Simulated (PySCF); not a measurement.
Constitutional and geometric isomers with formula C5H4O. Gas-phase values, no solvent. One relaxed conformer stands for each flexible species; it need not be the lowest. Strings in code marks are SMILES.

Method: ωB97X-D3(BJ)/def2-TZVP // PBE0-D3(BJ)/def2-TZVP in PySCF. All candidates: neutral, multiplicity 1. Excitations are Tamm–Dancoff values on a coarser integration grid. The basis has no diffuse functions, so Rydberg states are missing or too high.

The brightest of the four lowest singlets (TDA) comes out as 5.51 eV and the HOMO–LUMO gap is 9.70 eV. The HOMO is -9.88 eV.

Task: Name which member has these values.
A) `c1occ2c1C2`
B) `C#CC1=C[C@@H]1O`
C) `C#C/C=C1/CO1`
D) `C#CC(=C)C=O`

Result: D, `C#CC(=C)C=O`. The others give `c1occ2c1C2`: 6.78 eV, 11.46 eV, -9.18 eV; `C#CC1=C[C@@H]1O`: 5.66 eV, 10.36 eV, -9.59 eV; `C#C/C=C1/CO1`: 6.03 eV, 10.57 eV, -8.85 eV
